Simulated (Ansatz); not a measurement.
Reaction (redistribution): `NBO[SiH3]` + `[NH2][Zn][O]CF` → `FCOBO[SiH3]` + `[NH2][Zn][NH2]`

Calculated with Ansatz (gas phase, PBE0-D4/def2-TZVP geometries, no zero-point term in ΔE). CCSD(T)/CBS is the MP2 limit (def2-TZVPP, def2-QZVPP) plus CCSD(T) − MP2 in def2-TZVPP, frozen cores. DFT in def2-TZVPP. For Zn outer-core shells are correlated without core-valence functions, which leaves a few kJ/mol of doubt a bond. Scalar relativity is left out up to krypton. One conformer a species, not always the lowest.

```json
{"level": "r2SCAN-D4", "ΔE (kJ/mol)": "30.3"}
{"level": "PBE-QIDH", "ΔE (kJ/mol)": "28.4"}
{"level": "r2SCANh", "ΔE (kJ/mol)": "30.7"}
{"level": "CCSD/def2-SVP", "ΔE (kJ/mol)": "48.2"}
```

**Question.** What does CCSD(T)/CBS give? (Estimate.)

**Answer.** The calculation gave: +26.6 kJ/mol. The listed levels differ from it by 3.7, 1.8, 4.1, 21.6 kJ/mol.

Largest T1 diagnostic among the species: 0.015.

From BLYP to BHLYP (50 % exact exchange), in def2-TZVPP and without D4, ΔE moves by +3.6 kJ/mol. Leaving LDA and LC-ωPBE aside and taking each functional with its dispersion term where it has one, the values, not all of them listed here, spread over 5.3 kJ/mol, from BLYP-D4 to B97M-V. LDA lies −3.9 kJ/mol from PBE without D4. At CCSD(T), def2-SVP lies +21.4 kJ/mol from the extrapolated value and def2-TZVPP −0.0 kJ/mol.
